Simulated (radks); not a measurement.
Dispersion coefficients C6 (hartree bohr^6) between ground-configuration atoms and ions, from the Casimir-Polder integral (3/pi) of alpha_A(iw) alpha_B(iw). All-electron calculation, scalar-relativistic Kohn-Sham, LDA (Slater exchange, Perdew-Wang correlation), spin-polarised, spherical densities, finite nucleus; Fermi nuclear charge, rms radius of each element as measured or else 0.836 A^(1/3) + 0.57 fm. Program: a radial shooting solver on a logarithmic mesh with Libxc functionals. Response by self-consistent Sternheimer equations with the Hartree and adiabatic LDA kernel, the relativistic mass of each level held fixed and spin-orbit coupling left out.

\begin{tabular}{lrrrrrrrr}
C6 & Be & B+ & C2+ & N3+ & O4+ & F5+ & Ne6+ & Mg8+ \\ \hline
Be & 263.7 &  &  &  &  &  &  &  \\
B+ & 83.87 & 29.14 &  &  &  &  &  &  \\
C2+ & 37.09 & 13.55 & 6.503 &  &  &  &  &  \\
N3+ & 19.61 & 7.400 & 3.630 & 2.058 &  &  &  &  \\
O4+ & 11.61 & 4.485 & 2.236 & 1.282 & 0.8060 &  &  &  \\
F5+ & 7.438 & 2.924 & 1.476 & 0.8544 & 0.5409 & 0.3651 &  &  \\
Ne6+ & 5.048 & 2.013 & 1.027 & 0.5988 & 0.3813 & 0.2586 & 0.1839 &  \\
Mg8+ & 2.629 & 1.071 & 0.5554 & 0.3279 & 0.2108 & 0.1440 & 0.1030 & 0.05836 \\
\end{tabular}

Static polarisabilities (bohr^3): Be ([He] 2s2) 43.78, B+ ([He] 2s2) 10.77, C2+ ([He] 2s2) 4.249, N3+ ([He] 2s2) 2.102, O4+ ([He] 2s2) 1.191, F5+ ([He] 2s2) 0.7386, Ne6+ ([He] 2s2) 0.4891, Mg8+ ([He] 2s2) 0.2458. The combination rule 2 Ca Cb / ((alpha_b/alpha_a) Ca + (alpha_a/alpha_b) Cb) gives 7.380 for F5+-Be, against 7.438 from the integral.
